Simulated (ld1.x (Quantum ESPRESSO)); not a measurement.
# Before and after: ultrasoft potential for carbon (C)

C (Z = 6), ultrasoft, made with ld1.x (Quantum ESPRESSO) 7.5 (PBE, non-relativistic). Core [He], reference 2s2 2p2. Waves: 2s (bound): rcut 0.95, rcutus 1.30 bohr; 2s channel at 4.2 Ry: rcut 0.95, rcutus 1.30 bohr; 2p (bound): rcut 2.40, rcutus 2.85 bohr; 2p channel at 1.6 Ry: rcut 2.40, rcutus 2.85 bohr. Local part: all-electron potential smoothed inside 1.30 bohr (lloc = -2). Core correction: none. Augmentation charge: PSQ, radius 1.00 bohr.

Change: all radii scaled by about 1.04 (s 1.34, p 2.96 bohr, rcut 0.98/2.50); local potential all-electron potential smoothed inside 1.34 bohr (lloc = -2); augmentation PSQ, radius 1.04 bohr.

Cutoffs: the cutoffs (Ry, on a coarse ladder) from which the occupation-weighted sum of valence levels, in a spherical-Bessel basis at the reference potential, stays within 10 and 1 mRy of its value at 400 Ry; they do not see the model core or the augmentation charge, which bear on the density cutoff. Errors are all-electron minus pseudo energies relative to the spin-unpolarised reference configuration.

How do hardness, ghosts and transferability respond?

Both files are very soft, the changed one slightly harder (loose and tight cutoff 8 and 10 Ry → 8 and 12 Ry on this coarse ladder); the s channel sets the loose cutoff, while the largest relative change is in p, which becomes softer; the errors of the 7 common tests hardly move; neither file shows a bound ghost.

```tsv
quantity	base	changed
cutoff, loose	8 Ry	8 Ry
cutoff, tight	10 Ry	12 Ry
loose cutoff by channel (10 mRy a level)	s 8 Ry, p 8 Ry	s 8 Ry, p 6 Ry
bound ghosts	none	none
error for 2s2 2p1, meV [ΔE 10.87 eV]	+6.7	+6.7
error for 2s2 2p0, meV [ΔE 35.02 eV]	+90	+89
error for 2s1 2p0, meV [ΔE 83.20 eV]	+239	+240
error for 2s0 2p4, meV [ΔE 16.94 eV]	+16	+14
error for 2s2 2p2.3, meV [ΔE -1.16 eV]	+0.3	+0.4
error for 2s1 2p3, meV [ΔE 8.46 eV]	+3.5	+3.2
error for 2s2 2p1.5, meV [ΔE 3.97 eV]	+1.2	+1.2
lowest overlap eigenvalue by channel	s 0.56, p 0.80	s 0.57, p 0.80
```
